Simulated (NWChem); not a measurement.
System: Si₂HCl₄, doublet; SMILES Cl[Si](Cl)[SiH](Cl)Cl

```xyz
7

Cl    -0.1046    -2.0741    -1.7040
Si     0.5758    -1.0691     0.0000
Cl    -0.1046    -2.0741     1.7040
Si    -0.4922     1.0501     0.0000
Cl     0.1287     2.0529    -1.7051
Cl     0.1287     2.0529     1.7051
H     -1.9909     0.9899     0.0000
```
Atoms are numbered in this order, from 1.

Program: NWChem. Pople sets run with spherical d functions. Spin-unrestricted. Structure relaxed at the PBE-D3(BJ)/def2-SVP, spin-unrestricted level. No stability test was run on the SCF state. Level B3LYP/6-31G*: single points from the atomic guess with DIIS by default; each run changes one setting, and all converged runs end within 0.3 mHa of each other. cgmin counts macro-iterations, each dearer than a DIIS step.

```json
[
 {"setting": "defaults", "SCF iterations": "8"},
 {"setting": "occupation smearing of 0.005 Ha", "SCF iterations": "8"},
 {"setting": "DIIS on 20 Fock matrices", "SCF iterations": "8"},
 {"setting": "level shift of 0.5 Ha throughout", "SCF iterations": "16"},
 {"setting": "no DIIS, 40 % damping", "SCF iterations": "16"},
 {"setting": "quadratically convergent solver (cgmin)", "SCF iterations": "6"}
]
```
